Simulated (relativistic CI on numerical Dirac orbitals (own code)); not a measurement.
Computed by Dirac-Coulomb-Breit CI, separate exchange-only KLI orbitals for each configuration, model QED (radiative potential, 1s self-energy scaled to tabulated hydrogen-like ionisation energies), unscaled Slater integrals (own radial code, finite nucleus).

Configuration list (outside the closed core [Ar] 3d10): 4s2.4p6.4d3, 4s2.4p5.4d4, 4s2.4p6.4d2.4f, 4s.4p6.4d4, 4s2.4p5.4d3.4f, 4s.4p6.4d3.4f, 4s2.4p6.4d2.5s, 4s2.4p6.4d2.5p, 4s2.4p6.4d.4f.5s, 4s2.4p6.4d2.5d, 4s2.4p5.4d3.5s, 4s2.4p6.4d.5s.5p, 4s2.4p6.4d2.5f, 4s2.4p5.4d3.5p, 4s2.4p6.4d2.5g, 4s2.4p6.4d2.6s, 4s2.4p6.4d2.6p, 4s.4p6.4d3.5s, 4s2.4p6.4d2.6f, 4s2.4p6.4d2.7s, 4s2.4p6.4d.4f2, 4s2.4p6.4f3, 4s2.4p5.4d.4f3, 4s.4p6.4d.4f3, 4s2.4p6.4f2.5s, 4s2.4p6.4d.5s2, 4s2.4p6.4f.5s2, 4s2.4p5.4d.4f.5s2, 4s.4p6.4d.4f.5s2, 4s2.4p6.4d.5p2, 4s2.4p6.4f.5p2, 4s2.4p5.4d.4f.5p2, 4s.4p6.4d.4f.5p2, 4s2.4p6.5s.5p2. Double excitations out of closed p, d and f shells are left out; levels of such configurations are missing from the list, as are those of other unlisted configurations, and high levels can miss mixing partners. These lack a partner that the ground configuration has and come out too high: 4s2.4p6.4d2.5p, 4s2.4p6.4d2.5d, 4s2.4p5.4d3.5s, 4s2.4p6.4d2.5f, 4s2.4p5.4d3.5p.

At this charge energies of transitions that change n are usually good to better than 1 %, and those within a shell (Δn = 0) to a few per cent. Terms inside the open d or f shell come out 10 to 20 % too wide with unscaled integrals.

Outline of the computed level scheme of Sm XXIV. Lowest level of each configuration: 4s2.4p6.4d3 4F_3/2 at 0.000 eV; 4s2.4p5.4d4 6D°_3/2 at 112.901 eV.

Some strong electric-dipole decays among the lowest 45 levels: 4s2.4p5.4d4 4G°_5/2 → 4s2.4p6.4d3 4F_3/2 (3.3e+10 s⁻¹); 4s2.4p5.4d4 4G°_9/2 → 4s2.4p6.4d3 4F_7/2 (1.1e+10 s⁻¹); 4s2.4p5.4d4 4D°_7/2 → 4s2.4p6.4d3 4F_5/2 (8.2e+09 s⁻¹); 4s2.4p5.4d4 4P°_5/2 → 4s2.4p6.4d3 4F_3/2 (5.5e+09 s⁻¹); 4s2.4p5.4d4 4D°_5/2 → 4s2.4p6.4d3 4P_3/2 (4.7e+09 s⁻¹); 4s2.4p5.4d4 4F°_7/2 → 4s2.4p6.4d3 4F_5/2 (3.3e+09 s⁻¹).

LS names give the leading component of a level, which can be under half, so a name can repeat, a term be missing and a line seem to break the LS rules.
